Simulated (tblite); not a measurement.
Species: C7H11NSi.
Numbering: `[H]/[N:1]=[C:2](\[CH2:3][C:4]#[C:5][SiH3:6])[CH:7]1[CH2:8][CH2:9]1` (hydrogens: H10 on N1; H11, H12 on C3; H13, H14, H15 on Si6; H16 on C7; H17, H18 on C8; H19, H20 on C9)

Computed with GFN2-xTB (tblite), gas phase: L-BFGS steps from a force-field or distance-geometry start until the largest atomic force falls under 0.01 eV/Å.

Step 27: E = -683.9235 eV
```
atom  x, y, z in Å  |  force x, y, z in eV/Å
N1     -0.3951   -2.2118    0.0983   -0.016  -0.010  -0.017
C2     -0.6984   -1.1697   -0.5314   -0.027   0.045  -0.001
C3      0.1953   -0.4371   -1.5277   -0.029   0.002  -0.004
C4      1.3037    0.1563   -0.8060    0.056  -0.025  -0.010
C5      2.2167    0.6104   -0.1623   -0.014   0.001  -0.030
Si6     3.6569    1.3366    0.7316    0.020   0.011  -0.003
C7     -2.0262   -0.5354   -0.3111   -0.010  -0.011   0.026
C8     -2.5866   -0.4191    1.0721   -0.001  -0.012  -0.015
C9     -2.1069    0.8076    0.3548   -0.017  -0.010   0.037
H10     0.5262   -2.5976   -0.0994    0.008   0.040   0.016
H11     0.5791   -1.1400   -2.2745    0.030  -0.011   0.027
H12    -0.3709    0.3469   -2.0348   -0.007   0.012  -0.037
H13     4.4320    2.1281   -0.2286   -0.006   0.008  -0.004
H14     4.4769    0.2453    1.2628   -0.013  -0.019   0.007
H15     3.1628    2.1876    1.8166   -0.022  -0.002   0.004
H16    -2.7178   -0.7149   -1.1292    0.029  -0.013   0.017
H17    -3.6472   -0.5633    1.2160    0.032   0.029  -0.010
H18    -1.9758   -0.8023    1.8748   -0.031   0.001  -0.017
H19    -1.1905    1.2721    0.6886    0.010  -0.036   0.001
H20    -2.8396    1.5111   -0.0135    0.006  -0.001   0.012
```

Step 28: E = -683.9241 eV
```
atom  x, y, z in Å  |  force x, y, z in eV/Å
N1     -0.3919   -2.2076    0.1011   -0.017  -0.033   0.005
C2     -0.6979   -1.1681   -0.5311   -0.016   0.018   0.003
C3      0.1930   -0.4377   -1.5292   -0.004   0.015  -0.019
C4      1.3026    0.1553   -0.8088    0.051  -0.014  -0.007
C5      2.2133    0.6103   -0.1626    0.004   0.008  -0.021
Si6     3.6542    1.3361    0.7320    0.017   0.009  -0.013
C7     -2.0253   -0.5356   -0.3111   -0.015  -0.012   0.020
C8     -2.5870   -0.4211    1.0709   -0.003   0.018   0.003
C9     -2.1039    0.8063    0.3562   -0.017  -0.002   0.042
H10     0.5300   -2.5928   -0.0950    0.009   0.043   0.010
H11     0.5759   -1.1397   -2.2766    0.038  -0.032   0.020
H12    -0.3730    0.3449   -2.0375   -0.016   0.033  -0.036
H13     4.4291    2.1275   -0.2294   -0.012   0.002   0.004
H14     4.4737    0.2439    1.2632   -0.016  -0.014   0.003
H15     3.1625    2.1875    1.8181   -0.023  -0.005  -0.003
H16    -2.7145   -0.7128   -1.1306    0.007  -0.015   0.001
H17    -3.6479   -0.5611    1.2151    0.027   0.023  -0.017
H18    -1.9784   -0.8048    1.8748   -0.024  -0.006  -0.018
H19    -1.1859    1.2676    0.6902    0.009  -0.034   0.008
H20    -2.8336    1.5124   -0.0128    0.000   0.000   0.016
```

Step 29: E = -683.9246 eV
```
atom  x, y, z in Å  |  force x, y, z in eV/Å
N1     -0.3891   -2.2038    0.1038   -0.015  -0.037   0.018
C2     -0.6976   -1.1664   -0.5305    0.001  -0.014   0.004
C3      0.1908   -0.4378   -1.5311    0.023   0.023  -0.027
C4      1.3022    0.1538   -0.8119    0.031  -0.002  -0.011
C5      2.2102    0.6105   -0.1631    0.025   0.015  -0.011
Si6     3.6518    1.3358    0.7322    0.007   0.003  -0.015
C7     -2.0247   -0.5359   -0.3107   -0.014  -0.006   0.006
C8     -2.5875   -0.4228    1.0699   -0.005   0.039   0.023
C9     -2.1012    0.8050    0.3583   -0.009   0.007   0.030
H10     0.5339   -2.5872   -0.0904    0.009   0.042   0.004
H11     0.5735   -1.1399   -2.2781    0.036  -0.044   0.015
H12    -0.3754    0.3436   -2.0409   -0.014   0.040  -0.028
H13     4.4260    2.1271   -0.2302   -0.012  -0.001   0.008
H14     4.4701    0.2424    1.2636   -0.018  -0.009  -0.001
H15     3.1617    2.1873    1.8195   -0.022  -0.010  -0.010
H16    -2.7110   -0.7109   -1.1320   -0.017  -0.016  -0.014
H17    -3.6483   -0.5584    1.2139    0.003   0.013  -0.021
H18    -1.9815   -0.8075    1.8746   -0.010  -0.016  -0.007
H19    -1.1812    1.2624    0.6918    0.008  -0.027   0.016
H20    -2.8277    1.5137   -0.0117   -0.006   0.002   0.022
```

Step 30: E = -683.9252 eV
```
atom  x, y, z in Å  |  force x, y, z in eV/Å
N1     -0.3864   -2.2003    0.1070   -0.008  -0.022   0.018
C2     -0.6973   -1.1648   -0.5298    0.015  -0.038   0.003
C3      0.1888   -0.4377   -1.5336    0.040   0.019  -0.023
C4      1.3024    0.1523   -0.8154    0.004   0.010  -0.019
C5      2.2074    0.6109   -0.1640    0.039   0.018  -0.006
Si6     3.6494    1.3354    0.7322   -0.004  -0.005  -0.011
C7     -2.0244   -0.5364   -0.3101   -0.010   0.005  -0.011
C8     -2.5882   -0.4239    1.0693   -0.008   0.044   0.035
C9     -2.0986    0.8037    0.3611    0.004   0.013   0.006
H10     0.5382   -2.5805   -0.0856    0.009   0.034   0.001
H11     0.5716   -1.1412   -2.2794    0.028  -0.044   0.013
H12    -0.3780    0.3429   -2.0452    0.000   0.030  -0.012
H13     4.4226    2.1267   -0.2307   -0.008   0.000   0.007
H14     4.4660    0.2406    1.2640   -0.018  -0.005  -0.004
H15     3.1605    2.1868    1.8207   -0.022  -0.014  -0.017
H16    -2.7078   -0.7093   -1.1338   -0.036  -0.014  -0.020
H17    -3.6488   -0.5554    1.2123   -0.027   0.004  -0.021
H18    -1.9851   -0.8107    1.8743    0.006  -0.026   0.007
H19    -1.1761    1.2563    0.6937    0.007  -0.017   0.024
H20    -2.8216    1.5151   -0.0101   -0.011   0.006   0.027
```

Q: Estimate the geometry and energy of step 31. (The exact step hangs on the optimiser's Hessian estimate; all steps are aligned on step 30, rigid shifts and turns removed.)

A: E = -683.9258 eV, largest force 0.050 eV/Å
```
atom  x, y, z in Å  |  force x, y, z in eV/Å
N1     -0.3839   -2.1971    0.1104    0.003   0.003   0.007
C2     -0.6969   -1.1637   -0.5291    0.017  -0.042  -0.001
C3      0.1875   -0.4372   -1.5366    0.040   0.003  -0.010
C4      1.3030    0.1512   -0.8191   -0.019   0.023  -0.024
C5      2.2054    0.6115   -0.1653    0.040   0.014  -0.008
Si6     3.6471    1.3351    0.7321   -0.011  -0.009  -0.002
C7     -2.0245   -0.5368   -0.3097   -0.006   0.014  -0.021
C8     -2.5890   -0.4242    1.0693   -0.008   0.030   0.031
C9     -2.0959    0.8026    0.3640    0.017   0.014  -0.019
H10     0.5426   -2.5730   -0.0810    0.011   0.020   0.000
H11     0.5701   -1.1435   -2.2803    0.018  -0.034   0.014
H12    -0.3803    0.3427   -2.0499    0.021   0.008   0.009
H13     4.4192    2.1265   -0.2309   -0.001   0.004   0.005
H14     4.4616    0.2389    1.2645   -0.016  -0.002  -0.007
H15     3.1591    2.1861    1.8217   -0.021  -0.016  -0.022
H16    -2.7052   -0.7081   -1.1359   -0.045  -0.007  -0.013
H17    -3.6498   -0.5523    1.2105   -0.047  -0.001  -0.018
H18    -1.9887   -0.8144    1.8742    0.015  -0.029   0.016
H19    -1.1708    1.2497    0.6961    0.006  -0.004   0.029
H20    -2.8158    1.5166   -0.0080   -0.013   0.012   0.032
```

The energy changes by -0.0006 eV. The first-order estimate −F·Δx gives -0.0008 eV and the mean of the old and new forces, exact on a quadratic surface, -0.0006 eV. The step makes an angle of 75° with the force vector and moves no atom by more than 0.010 Å.

The cost below is that of the whole relaxation. On an Arm Neoverse V2 with one thread, shared host with 96 logical CPUs at a one-minute load of 46, this took 1.6 s wall.
